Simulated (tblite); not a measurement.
C₆H₁₄B₂Si.
Geometry (GFN2-xTB, Å), atoms numbered from 1 in this order:
```xyz
23
C6H14B2Si angstrom
C     -3.7815    0.9422   -1.0702
C     -2.4615    0.8383   -0.9321
C     -1.7689    0.1584    0.1452
C     -2.5985   -0.3821    1.2727
C     -0.4252   -0.0220    0.1122
B      0.5770    0.3921   -0.9651
Si     2.1546   -0.7406   -1.2826
B      3.5214    0.0292   -0.1050
C      3.6120   -0.3493    1.4184
H     -4.4792    0.4917   -0.3851
H     -4.2157    1.4788   -1.8967
H     -1.8186    1.2902   -1.6747
H     -3.2611   -1.1693    0.9126
H     -3.2152    0.4071    1.7010
H     -1.9675   -0.7963    2.0555
H     -0.0281   -0.6013    0.9443
H      0.4670    1.4171   -1.5294
H      1.9033   -2.1713   -0.9838
H      2.5610   -0.7950   -2.7057
H      4.2498    0.8722   -0.4811
H      4.6316   -0.6280    1.6872
H      2.9568   -1.1576    1.7375
H      3.3817    0.5223    2.0349
```

Computed values, GFN2-xTB/tblite, gas phase, harmonic and unscaled. Errors from tens to a few hundred cm⁻¹ against measured bands are possible. Modes of hydrogen on boron and silicon can be 10 to 20 % off. One conformer, not necessarily the lowest. The optimisation stopped once no atom felt more than 0.01 eV/Å.

Lowest wavenumbers of the output (negative numbers stand for imaginary wavenumbers):
```
mode    cm-1
  1     -26.6
  2      22.1
  3      32.7
  4      55.3
  5      93.9
  6     103.3
  7     122.1
  8     183.4
  9     215.0
 10     223.4
 11     237.4
 12     313.6
 13     382.4
 14     405.9
 15     466.1
```

Task: Is this structure a minimum?

Result: Not by this Hessian. 1 mode is imaginary beyond 20i (27i cm⁻¹), so at this level the point lies at or near a first-order saddle. The curvature is small, so loose convergence or finite differences may be the whole cause.

Task: Which atoms move in the imaginary mode?

Result: 27i: H23 (methyl hydrogen) 40 %, H21 (methyl hydrogen) 36 %, H22 (methyl hydrogen) 10 %. These are shares of the mass-weighted motion.

Task: What is the remedy?

Result: Step along that mode in both directions, optimise again with tighter thresholds and repeat the frequencies. The zero-point energy of this point (111.6 kcal/mol) counts the 62 real modes alone, and thermal corrections from it aren't those of a minimum.

Hardware: one thread, Intel Xeon at 2.50 GHz (x86_64) (shared host). Cost: 3.2 s. This covers the Hessian and the dipole derivatives.
